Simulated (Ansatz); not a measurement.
A calculation with Ansatz (development build ahead of 0.2.0).

```yaml
crystal:
  periodic: [false, false, false]
  atoms:
    - { symbol: Si, position_ang: [0.0, 0.0, 0.0] }
basis:
  gaussian: { orbitals: cc-pVTZ }
magnetization:
  initial_magnetization: 2
hamiltonian:
  xc: hf
correlation:
  method: mp2
  frozen_orbitals: { Si: 5 }
```

The input is written out in the form of the current development build from the run's settings. Correlation on restricted open-shell orbitals is semicanonical, with singles.

Results

```yaml
Converged: yes
Reference_energy: -288.85215 hartree
Correlation_energy: -0.06040 hartree
Total_energy: -288.91255 hartree
Spin_squared_of_the_determinant: 2.000
```
